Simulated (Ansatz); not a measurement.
Cost and result for the atomization energy of HK (`[KH]`) (2 atoms, 1 bond).

Charge 0, multiplicity 1. Correlated methods include outer-core shells of K, which these sets cover unevenly. Scalar relativity is left out up to krypton. The structure was optimised at the PBE0-D4/def2-TZVP level. Program: Ansatz. All runs use 2 threads of an AMD EPYC 7R13 on a shared host. Times are those of one run each, without the atoms' runs, and a repeat can differ threefold. Electronic energies, without spin–orbit coupling; frozen cores. CCSD(T)/CBS adds CCSD(T) − MP2 in def2-TZVPP to the MP2 limit, and its time is that of the two runs behind it. T1 = 0.017. With those shells the extrapolation isn't a true limit. B3LYP takes the VWN-RPA correlation (the form of Gaussian; ORCA's B3LYP/G).

CCSD(T)/CBS is a level of theory with its own doubt, some kJ/mol a heavy atom from the limit and from the frozen cores, so smaller differences don't rank the functionals.

```csv
level,functions,wall time
CCSD(T)/def2-SVP,29,0.56 s
revPBE-D4/def2-TZVPP,47,0.61 s
BHLYP-D4/def2-TZVPP,47,0.67 s
B2PLYP/def2-TZVPP,47,0.92 s
PBE-QIDH/def2-TZVPP,47,0.97 s
r2SCANh-D4/def2-TZVPP,47,1.1 s
CCSD(T)/def2-TZVPP,47,1.5 s
r2SCAN-D4/def2-TZVPP (with forces),47,2.1 s
B3LYP-D4/def2-TZVPP (with forces),47,2.3 s
ωB97M-V/def2-TZVPP (with forces),47,2.6 s
CCSD(T)/def2-QZVPP,100,2.7 s
B97M-V/def2-TZVPP,47,3.3 s
CCSD(T)/CBS(def2),–,4.2 s
```

Question: What atomization energy does each give, and how far from CCSD(T)/CBS? (An estimate is asked.)

Answer: The calculation gave: 
```json
{"level": "CCSD(T)/def2-SVP", "atomization (kJ/mol)": "141.1", "difference from CCSD(T)/CBS": "-39.1", "per bond": "-39.1"}
{"level": "revPBE-D4/def2-TZVPP", "atomization (kJ/mol)": "175.0", "difference from CCSD(T)/CBS": "-5.2", "per bond": "-5.2"}
{"level": "BHLYP-D4/def2-TZVPP", "atomization (kJ/mol)": "170.8", "difference from CCSD(T)/CBS": "-9.4", "per bond": "-9.4"}
{"level": "B2PLYP/def2-TZVPP", "atomization (kJ/mol)": "165.6", "difference from CCSD(T)/CBS": "-14.6", "per bond": "-14.6"}
{"level": "PBE-QIDH/def2-TZVPP", "atomization (kJ/mol)": "154.2", "difference from CCSD(T)/CBS": "-26.0", "per bond": "-26.0"}
{"level": "r2SCANh-D4/def2-TZVPP", "atomization (kJ/mol)": "169.7", "difference from CCSD(T)/CBS": "-10.5", "per bond": "-10.5"}
{"level": "CCSD(T)/def2-TZVPP", "atomization (kJ/mol)": "162.9", "difference from CCSD(T)/CBS": "-17.3", "per bond": "-17.2"}
{"level": "r2SCAN-D4/def2-TZVPP (with forces)", "atomization (kJ/mol)": "171.7", "difference from CCSD(T)/CBS": "-8.5", "per bond": "-8.5"}
{"level": "B3LYP-D4/def2-TZVPP (with forces)", "atomization (kJ/mol)": "180.9", "difference from CCSD(T)/CBS": "0.7", "per bond": "0.7"}
{"level": "ωB97M-V/def2-TZVPP (with forces)", "atomization (kJ/mol)": "186.2", "difference from CCSD(T)/CBS": "6.0", "per bond": "6.0"}
{"level": "CCSD(T)/def2-QZVPP", "atomization (kJ/mol)": "172.7", "difference from CCSD(T)/CBS": "-7.5", "per bond": "-7.5"}
{"level": "B97M-V/def2-TZVPP", "atomization (kJ/mol)": "191.0", "difference from CCSD(T)/CBS": "10.8", "per bond": "10.8"}
{"level": "CCSD(T)/CBS(def2)", "atomization (kJ/mol)": "180.2", "difference from CCSD(T)/CBS": "0.0", "per bond": "0.0"}
```

At CCSD(T), def2-SVP lies −39.1 kJ/mol from the extrapolated value and def2-TZVPP −17.2 kJ/mol: correlation converges slowly with the basis, and small sets miss more of it in the bonded molecule than in its fragments. From BLYP to BHLYP (50 % exact exchange), in def2-TZVPP and without D4, the atomization energy moves by −10.9 kJ/mol: exact exchange takes away binding that semilocal exchange gives to molecules. In def2-TZVPP, CCSD(T) changes the Hartree–Fock value by +84.1 kJ/mol (the triples alone add +0.9 kJ/mol) and MP2 by +61.9 kJ/mol; breaking electron pairs costs correlation energy, which Hartree–Fock lacks.
